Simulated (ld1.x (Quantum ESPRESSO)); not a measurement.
# What the settings do to the RRKJ potential of Tc

Base potential:

* Element: technetium (Tc)
* Generator: ld1.x (Quantum ESPRESSO) 7.5
* Type: norm-conserving RRKJ (Kleinman–Bylander form)
* Functional: LDA (PZ)
* Relativity: scalar-relativistic
* Frozen core: [Ar] 3d10
* Valence charge: 15
* Reference configuration: 4s2 4p6 4d5 5s1 5p1
* Partial waves: 4s (bound): rc 1.50 bohr; 4p (bound): rc 1.20 bohr; 4d (bound): rc 1.55 bohr
* Local potential: the d channel
* Core correction: none

Occupied shells without a wave of their own: 5p, 5s. They enter only through the test configuration that unscreens the potential.

All-electron outer shells of the reference configuration (LDA (PZ), scalar-relativistic, ld1.x):

```json
{"shell": "3p", "level (eV)": "-417.04", "outermost node (bohr)": "0.16", "outermost maximum (bohr)": "0.36"}
{"shell": "3d", "level (eV)": "-251.63", "outermost node (bohr)": "–", "outermost maximum (bohr)": "0.31"}
{"shell": "4s", "level (eV)": "-74.84", "outermost node (bohr)": "0.50", "outermost maximum (bohr)": "0.95"}
{"shell": "4p", "level (eV)": "-46.85", "outermost node (bohr)": "0.51", "outermost maximum (bohr)": "1.03"}
{"shell": "4d", "level (eV)": "-8.17", "outermost node (bohr)": "0.50", "outermost maximum (bohr)": "1.27"}
{"shell": "5s", "level (eV)": "-6.19", "outermost node (bohr)": "1.28", "outermost maximum (bohr)": "2.69"}
{"shell": "5p", "level (eV)": "-2.25", "outermost node (bohr)": "1.45", "outermost maximum (bohr)": "3.54"}
```

Cutoffs, loose and tight: the cutoffs (Ry, on a coarse ladder) from which the occupation-weighted sum of valence levels, in a spherical-Bessel basis at the reference potential, stays within 10 and 1 mRy of its value at 400 Ry. They do not see the model core or the augmentation charge, which bear on the density cutoff. Test errors are all-electron minus pseudo excitation energies from the reference, over the configurations 4s2 4p6 4d5 5s2 5p0; 4s2 4p6 4d5 5s1 5p0; 4s2 4p6 4d5 5s0 5p0; 4s2 4p6 4d5 5s0 5p2; 4s2 4p6 4d6 5s1 5p0; 4s1 4p6 4d5 5s2 5p0; 4s2 4p6 4d4 5s0 5p0 (two spin-polarised tests are not counted in the largest error). A dash means not determined; rows that change the core or the reference have their own tests.

On the changes marked as counting shells twice: ld1.x takes every shell without a wave as core, so the model core holds the marked electrons as well and exchange and correlation see them twice. This cancels in the reference configuration, but the file is broken for other ones, and its errors say nothing about a proper core correction.

| change | outcome | cutoff, loose | cutoff, tight | bound ghosts | largest test error (meV) |
| --- | --- | --- | --- | --- | --- |
| base | generated | 100 Ry | 160 Ry | none | -120 |
| reference 4s2 4p6 4d5 5s2 5p0 | generated | 100 Ry | 160 Ry | none | -395 |
| all radii scaled by about 1.28 (s 1.92, p 1.54, d 2.00 bohr) | generated, misses its reference levels by 1.41 eV | 55 Ry | 90 Ry | none | -3032 |
| core correction full core density, not smoothed (it rises at the typed radius of 1.46 bohr, so ld1.x skipped the fit) (5p, 5s counted twice) | generated | 100 Ry | 160 Ry | none | -926 |
| wave 4p (bound): rc 1.20 bohr becomes 4p (bound): rc 0.80 bohr | generated | 260 Ry | over 300 Ry | none | -184 |
| wave 4s (bound): rc 1.50 bohr becomes 4s (bound): rc 1.58 bohr | generated, misses its reference levels by 0.18 eV | 100 Ry | 160 Ry | none | -379 |
| local potential all-electron potential smoothed inside 1.05 bohr (lloc = -2) | generated, misses its reference levels by 0.40 eV | 100 Ry | 160 Ry | none | -949 |
| wave 4p (bound): rc 1.20 bohr becomes 4p (bound): rc 1.36 bohr | generated | 80 Ry | 120 Ry | none | -130 |

Q: What comes out with this change to the base: type PAW; waves now 4s (bound): rcut 1.35, rcutus 1.50 bohr; 5s (bound): rcut 1.35, rcutus 1.50 bohr; 4p (bound): rc 1.20 bohr; 5p (bound): rc 1.20 bohr; 4d (bound): rcut 1.35, rcutus 1.55 bohr; 4d channel at -0.25 Ry: rcut 1.35, rcutus 1.55 bohr; local potential all-electron potential smoothed inside 1.55 bohr (lloc = -1); core correction a·sin(br)/r model core, default radius (ld1.x builds one for every PAW set, though the input has nlcc=.false.); augmentation BESSEL, radius 1.30 bohr?

A: outcome: failed: invmat: error in DGETRF. Cause: a PAW channel has rcut = rcutus, so it is not pseudised and its block of the matrix B = ⟨φ|χ⟩ is zero.

Q: What comes out with this change to the base: functional PBE?

A: outcome: generated; cutoff, loose: 100 Ry; cutoff, tight: 160 Ry; bound ghosts: none; largest test error (meV): -102.

Q: What comes out with this change to the base: wave 4d (bound): rc 1.55 bohr becomes 4d (bound): rc 2.08 bohr?

A: outcome: generated; cutoff, loose: 100 Ry; cutoff, tight: 160 Ry; bound ghosts: none; largest test error (meV): +134.
